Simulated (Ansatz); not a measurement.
Reaction (silylene loss): `O[SiH2][SiH2][SiH3]` → `O[SiH2][SiH3]` + `[SiH2]`

Calculated with Ansatz (gas phase, PBE0-D4/def2-TZVP geometries, no zero-point term in ΔE). CBS: MP2 limit from def2 TZ/QZ plus the TZ coupled-cluster correction, frozen cores. This one scheme is used for every species. DFT in def2-TZVPP. B3LYP here is the variant with VWN-RPA as its local correlation; programs differ in this. Each species was taken in one conformer, which may not be the lowest.

`O[SiH2][SiH2][SiH3]`:

```xyz
12

O     0.445   -3.028   -0.049
Si    0.804   -1.455    0.314
Si   -0.744    0.077   -0.557
Si   -0.153    2.259    0.050
H    -0.417   -3.356    0.209
H     2.147   -1.210   -0.266
H     0.879   -1.243    1.790
H    -0.813   -0.030   -2.041
H    -2.102   -0.223   -0.015
H    -1.122    3.248   -0.493
H    -0.127    2.381    1.532
H     1.201    2.582   -0.474
```

`O[SiH2][SiH3]`:

Z-matrix (Å, degrees):
```
Si
Si 1 2.347
O 1 1.654 2 112.4
H 1 1.484 2 110.6 3 117.6
H 1 1.493 2 108.5 3 -123.5
H 2 1.489 1 110.0 3 177.8
H 2 1.491 1 110.1 3 58.6
H 2 1.488 1 111.4 3 -61.5
H 3 0.958 1 117.6 2 -58.8
```

`[SiH2]`:

Z-matrix (Å, degrees):
```
Si
H 1 1.525
H 1 1.525 2 91.2
```

(1) Is it downhill or uphill in electronic energy at CCSD(T)/CBS, and by how much? (Best estimate.)

(2) What do these levels give: BLYP-D4, B3LYP-D4, r2SCANh-D4, PBE, revPBE, BLYP, r2SCANh, r2SCAN0, CAM-B3LYP, MP2/def2-TZVPP, CCSD/def2-TZVPP, CCSD(T)/def2-TZVPP? (Best estimate.)

Largest T1 diagnostic among the species: 0.014.

## Answers

(1) Computed: Uphill: ΔE = +244.9 kJ/mol.

(2) The calculation gave: BLYP-D4 232.5, B3LYP-D4 240.9, r2SCANh-D4 269.6, PBE 251.7, revPBE 237.1, BLYP 216.1, r2SCANh 267.1, r2SCAN0 267.0, CAM-B3LYP 236.5, MP2/def2-TZVPP 253.2, CCSD/def2-TZVPP 231.9, CCSD(T)/def2-TZVPP 237.8 kJ/mol.

In def2-TZVPP, CCSD(T) changes the Hartree–Fock value by +22.2 kJ/mol (the triples alone add +5.9 kJ/mol) and MP2 by +37.5 kJ/mol. Leaving LDA and LC-ωPBE aside and taking each functional with its dispersion term where it has one, the values, not all of them listed here, spread over 37.3 kJ/mol, from BLYP-D4 to r2SCAN0-D4. LDA lies +31.4 kJ/mol from PBE without D4. From BLYP to BHLYP (50 % exact exchange), in def2-TZVPP and without D4, ΔE moves by +18.6 kJ/mol.
